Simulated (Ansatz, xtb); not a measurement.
## Relative energy of two conformers of CH4AlBrSi

Structure a is `[SiH2]=[CH][AlH][Br]`, a singlet and structure b is `[SiH2]=[CH][AlH][Br]`, a singlet. Both are isolated molecules in the gas phase, relaxed with PBE0-D3(BJ)/def2-SVP.

a (Å):

```yaml
atoms:
  - { symbol: C, position_ang: [-0.7953, 0.6431, 0.7871] }
  - { symbol: Al, position_ang: [-1.3745, 2.4558, 0.7563] }
  - { symbol: Br, position_ang: [-1.8372, 3.4579, 2.7459] }
  - { symbol: Si, position_ang: [-0.6057, -0.2704, 2.2266] }
  - { symbol: H, position_ang: [-0.8813, 0.2877, 3.5744] }
  - { symbol: H, position_ang: [-0.1534, -1.6896, 2.2634] }
  - { symbol: H, position_ang: [-0.5634, 0.1301, -0.1563] }
  - { symbol: H, position_ang: [-1.5658, 3.3387, -0.5403] }
```

b (Å):

```yaml
atoms:
  - { symbol: C, position_ang: [-0.9397, -0.5944, 0.1790] }
  - { symbol: Al, position_ang: [-1.4940, -2.1052, -0.8378] }
  - { symbol: Br, position_ang: [-2.8429, -3.6714, 0.0936] }
  - { symbol: Si, position_ang: [0.0813, 0.5951, -0.5163] }
  - { symbol: H, position_ang: [-1.2580, -0.4541, 1.2199] }
  - { symbol: H, position_ang: [0.5616, 0.4867, -1.9192] }
  - { symbol: H, position_ang: [0.5800, 1.8163, 0.1753] }
  - { symbol: H, position_ang: [-1.0477, -2.3264, -2.3391] }
```

Energies in hartree; the thermal terms are from PBE0-D3(BJ)/def2-SVP harmonic frequencies (ideal gas, rigid rotor, one conformer each, 400 K, 1 atm) and include the zero-point energy:

|  | a | b |
| --- | --- | --- |
| E, CCSD(T)/def2-SVP | −3143.551722 | −3143.551887 |
| E, MP2/def2-SVP | −3143.497609 | −3143.497686 |
| E, MP2/def2-TZVPP | −3144.155874 | −3144.155704 |
| zero-point energy | 0.039835 | 0.039751 |
| H(400 K) − E | 0.051697 | 0.051714 |
| G(400 K) − E | −0.006783 | −0.007210 |

Q: Correct the CCSD(T) difference for the basis set by the MP2 change, then work out ΔE, ΔE₀, ΔH and ΔG for a → b in kJ/mol (1 Eh = 2625.50 kJ/mol) and the equilibrium ratio [b]/[a].

A: 1. Differences b − a: CCSD(T) −0.000165, MP2 in the small set −0.000077, MP2 in the large set +0.000170 Eh.
2. ΔE = −0.000165 + (+0.000170 − (−0.000077)) = +0.000082 Eh = +0.22 kJ/mol.
3. ΔE₀ = ΔE + ΔZPE = +0.000082 + (−0.000084) Eh = −0.01 kJ/mol.
4. ΔH = ΔE + (+0.000017) Eh = +0.26 kJ/mol.
5. ΔG = ΔE + (−0.000427) Eh = −0.91 kJ/mol, so ΔS = (ΔH − ΔG)/T = +2.9 J/(mol K).
6. kT = 1.2667 mEh, so K = [b]/[a] = exp(−ΔG/kT) = exp(+0.27) ≈ 1.3.

The two are too close for this level to say which is favoured. An error of 4 kJ/mol in ΔG would change K by a factor of 3.3. Mirror images and further conformers aren't counted.

Other levels gave ΔE = +1.2 (PBE0-D3(BJ)/def2-SVP); −0.2 (HF/def2-SVP); −0.2 (MP2/def2-SVP); −0.4 (CCSD(T)/def2-SVP) kJ/mol. The correlated steps freeze 20 core orbitals; the filled d shell of Br is correlated, in a basis made for valence electrons. Programs: Ansatz 0.2.0.
